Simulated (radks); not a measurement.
Results of a calculation; reference values are marked as such.
Yb2.75+, 67.25 electrons, occupied as [Xe] 4f11.75 6s1.5 (fractional occupations, a model configuration). Level of theory: Dirac Kohn-Sham, PBE, spin-unpolarised, spherical densities, finite nucleus; open shells are shared between the two j in proportion to 2j + 1; Fermi nuclear charge, rms radius 5.3108 fm (a radial shooting solver on a logarithmic mesh with Libxc functionals).

X-ray form factor f0, the Fourier transform of the density (f0(0) = 67.25):

| sin(theta)/lambda (1/angstrom) | f0 (electrons) |
|---|---|
| 0.05 | 66.491 |
| 0.1 | 64.443 |
| 0.15 | 61.604 |
| 0.2 | 58.417 |
| 0.25 | 55.137 |
| 0.3 | 51.885 |
| 0.4 | 45.743 |
| 0.5 | 40.371 |
| 0.6 | 35.833 |
| 0.8 | 28.729 |
| 1 | 23.569 |
| 1.25 | 19.253 |
| 1.5 | 16.560 |
| 2 | 13.065 |
